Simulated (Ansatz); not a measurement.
`BSC#C` + `[SiH3][SiH2][SeH]` → `B[Se][SiH2][SiH3]` + `C#CS` at 500 K and 1 bar (ligand exchange at a B–S bond).

Isolated molecules relaxed with PBE0-D4/def2-TZVP in Ansatz; ΔE leaves out vibrations. CCSD(T)/CBS is the MP2 limit (def2-TZVPP, def2-QZVPP) plus CCSD(T) − MP2 in def2-TZVPP, frozen cores. This one scheme is used for every species. For Se outer-core shells are correlated without core-valence functions, which leaves a few kJ/mol of doubt a bond. Scalar relativity is left out up to krypton. Each species was taken in one conformer, which may not be the lowest.

```csv
species,CCSD(T)/CBS energy (Eh),H − E (kJ/mol),S (J/(mol·K))
`BSC#C`,-500.39539,142.5,328.7
`[SiH3][SiH2][SeH]`,-2982.48284,176.0,411.1
`B[Se][SiH2][SiH3]`,-3007.88916,221.6,454.1
`C#CS`,-475.00020,98.3,297.2
```

H − E and S are ideal-gas, rigid-rotor, harmonic terms from PBE0-D4/def2-TZVP, for one conformer and one mirror image of each species. 1 Eh = 2625.50 kJ/mol, R = 8.31446 J/(mol·K).

Q: By hand: ΔE, ΔH, ΔS and ΔG.

A: ΔE = (-3007.88916) + (-475.00020) − (-500.39539) − (-2982.48284) = -0.01113 Eh = -29.2 kJ/mol. Δ(H − E) = 221.6 + 98.3 − 142.5 − 176.0 = 1.4, so ΔH = -27.8 kJ/mol. ΔS = 454.1 + 297.2 − 328.7 − 411.1 = 11.5 J/(mol·K). ΔG = -27.8 − 500 × (11.5)/1000 = -33.5 kJ/mol.

Q: By hand: the equilibrium constant, and the temperature at which ΔG would vanish if ΔH and ΔS stayed fixed.

A: log₁₀ K = −ΔG/(RT ln 10) = 3.5. ΔH and −TΔS have one sign here, so there is no such temperature.

The number of gas molecules stays the same, so ΔS is small and ΔH decides. A doubt of 5 kJ/mol in ΔE shifts log₁₀ K by 0.5 here. Other conformers and mirror images would add mixing entropy, several J/(mol·K) or more a flexible species. Modes under 60 cm⁻¹, often nearly free rotors, make the harmonic entropy too high. These are equilibria of isolated gas molecules and say nothing of rates. Largest T1 diagnostic: 0.014 (customary marks: 0.02 for closed shells, 0.045 for open ones).

ΔS is within the doubt of such terms, so its sign, and with it that verdict, could turn.
